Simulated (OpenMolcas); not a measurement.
# Ionisation energies of sulfur

```
Program             : OpenMolcas
Basis               : ANO-RCC [8s7p5d4f2g]
Scalar Hamiltonian  : DKH2, point nucleus
Spin-orbit coupling : state interaction with AMFI integrals over the reference wave functions, term energies averaged over their components
```

Active shells in each charge state: the valence s, p shells, with orbitals averaged over the low states. Where CASPT2's correlated closed shells are named, they are those of the first ion.

A. CASSCF
B. SS-CASPT2, IPEA 0.25 Eh, imaginary shift 0.1 Eh (closed shells correlated: 2s 2p)
C. SS-CASPT2, IPEA 0.25 Eh, imaginary shift 0.1 Eh (closed shells correlated: none)
D. SS-CASPT2, IPEA 0 Eh, imaginary shift 0.1 Eh (closed shells correlated: 2s 2p)

Energies in eV between the lowest computed levels, named as in B; reference values from the NIST Atomic Spectra Database with their kind.

```csv
From,To,A,B,C,D,Spin-orbit share in B,Reference
S2+ 3s² 3p² ³P₀,S3+ 3s² 3p ²P°_1/2,33.709,34.625,34.562,34.740,-0.008,34.860 (semi-empirical)
S3+ 3s² 3p ²P°_1/2,S4+ 3s² ¹S₀,46.001,47.070,46.962,47.185,+0.072,47.222 (semi-empirical)
S4+ 3s² ¹S₀,S5+ 3s ²S_1/2,72.181,72.487,72.283,72.488,+0.000,72.594 (measured)
S5+ 3s ²S_1/2,S6+ 2p⁶ ¹S₀,87.575,87.954,87.575,87.959,+0.000,88.053 (measured)
```

Steps that some method lacks are left out, and so are those with a state whose active s or d shell is doubly occupied in every root (s and p with five to eight electrons, d10) over a frozen core shell of the same l, since the two then mix freely.

Error against the reference values, in %:

```tsv
From	Reference	A	B	C	D
S2+	semi-empirical	-3.3	-0.7	-0.9	-0.3
S3+	semi-empirical	-2.6	-0.3	-0.6	-0.1
S4+	measured	-0.6	-0.1	-0.4	-0.1
S5+	measured	-0.5	-0.1	-0.5	-0.1
```

Mean absolute error over the 2 measured values: A 0.45 eV, B 0.10 eV, C 0.39 eV, D 0.10 eV.

° marks odd parity.
